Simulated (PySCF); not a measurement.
Species: C₇H₁₆N₂.
SMILES with atom numbers: `[CH3:1][N:2]([CH3:3])[N:4]1[CH2:5][CH2:6][CH2:7][CH2:8][CH2:9]1` (hydrogens: H10, H11, H12 on C1; H13, H14, H15 on C3; H16, H17 on C5; H18, H19 on C6; H20, H21 on C7; H22, H23 on C8; H24, H25 on C9)

Geometry (GFN2-xTB, Å), atoms numbered from 1 in this order:
```xyz
25
C7H16N2 angstrom
C     -2.447    0.981    0.551
N     -1.655   -0.222    0.419
C     -2.189   -1.125   -0.585
N     -0.284    0.085    0.320
C      0.225    0.450   -0.991
C      1.606    1.080   -0.822
C      2.548    0.095   -0.138
C      1.934   -0.357    1.183
C      0.543   -0.933    0.936
H     -1.964    1.626    1.281
H     -2.566    1.536   -0.392
H     -3.436    0.706    0.914
H     -3.159   -1.479   -0.240
H     -1.526   -1.983   -0.687
H     -2.321   -0.655   -1.572
H      0.303   -0.422   -1.665
H     -0.459    1.174   -1.443
H      1.998    1.370   -1.800
H      1.510    1.977   -0.208
H      2.700   -0.774   -0.784
H      3.521    0.560    0.034
H      1.845    0.498    1.854
H      2.564   -1.109    1.663
H      0.632   -1.837    0.306
H      0.067   -1.217    1.876
```

IAO charges (e) from the PBE0/pcSseg-1 density (PySCF), one withheld:

```json
{"atom": "C1", "bonded to": "N2 H10 H11 H12", "charge": "-0.3042"}
{"atom": "N2", "bonded to": "C1 C3 N4", "charge": "-0.1674"}
{"atom": "C3", "bonded to": "N2 H13 H14 H15", "charge": "-0.3194"}
{"atom": "N4", "bonded to": "N2 C5 C9", "charge": "?"}
{"atom": "C5", "bonded to": "N4 C6 H16 H17", "charge": "-0.1636"}
{"atom": "C6", "bonded to": "C5 C7 H18 H19", "charge": "-0.2550"}
{"atom": "C7", "bonded to": "C6 C8 H20 H21", "charge": "-0.2560"}
{"atom": "C8", "bonded to": "C7 C9 H22 H23", "charge": "-0.2584"}
{"atom": "C9", "bonded to": "C8 N4 H24 H25", "charge": "-0.1499"}
{"atom": "H10", "bonded to": "C1", "charge": "+0.1571"}
{"atom": "H11", "bonded to": "C1", "charge": "+0.0991"}
{"atom": "H12", "bonded to": "C1", "charge": "+0.1411"}
{"atom": "H13", "bonded to": "C3", "charge": "+0.1479"}
{"atom": "H14", "bonded to": "C3", "charge": "+0.1438"}
{"atom": "H15", "bonded to": "C3", "charge": "+0.1048"}
{"atom": "H16", "bonded to": "C5", "charge": "+0.0943"}
{"atom": "H17", "bonded to": "C5", "charge": "+0.1357"}
{"atom": "H18", "bonded to": "C6", "charge": "+0.1323"}
{"atom": "H19", "bonded to": "C6", "charge": "+0.1351"}
{"atom": "H20", "bonded to": "C7", "charge": "+0.1239"}
{"atom": "H21", "bonded to": "C7", "charge": "+0.1337"}
{"atom": "H22", "bonded to": "C8", "charge": "+0.1351"}
{"atom": "H23", "bonded to": "C8", "charge": "+0.1325"}
{"atom": "H24", "bonded to": "C9", "charge": "+0.0888"}
{"atom": "H25", "bonded to": "C9", "charge": "+0.1509"}
```

What is the charge on N4?

The charges add up to the total charge, 0. The others sum to +0.1822, which leaves -0.1822 e for N4 (hydrazine nitrogen); the computed value is -0.1821, the difference coming from rounding.

Add each hydrogen's charge to the atom that carries it.

C1 +0.0931, C3 +0.0771, C5 +0.0664, C6 +0.0124, C7 +0.0016, C8 +0.0092, C9 +0.0898. Atoms without hydrogen keep their charges.

Across which bond do the charges differ most?

H13–C3: +0.1479 on H13 against -0.3194 on C3, a difference of 0.4673 e. The lower charge is on the more electronegative element of the two (Pauling values: C 2.55, H 2.20).

Take the bonds between elements whose Pauling electronegativities differ by more than 0.25. In how many does the more electronegative atom carry the lower charge?

In 18 of 20; it doesn't in C1–N2 and N2–C3.

How much positive and how much negative charge does this set hold in all?

+2.0561 e on 16 atoms and -2.0560 e on 9.

The IAO scheme counts the electrons in orthogonalised intrinsic atomic orbitals, a minimal basis polarised so that it spans the occupied orbitals exactly. Geometry: GFN2-xTB, one conformer, isolated molecule.
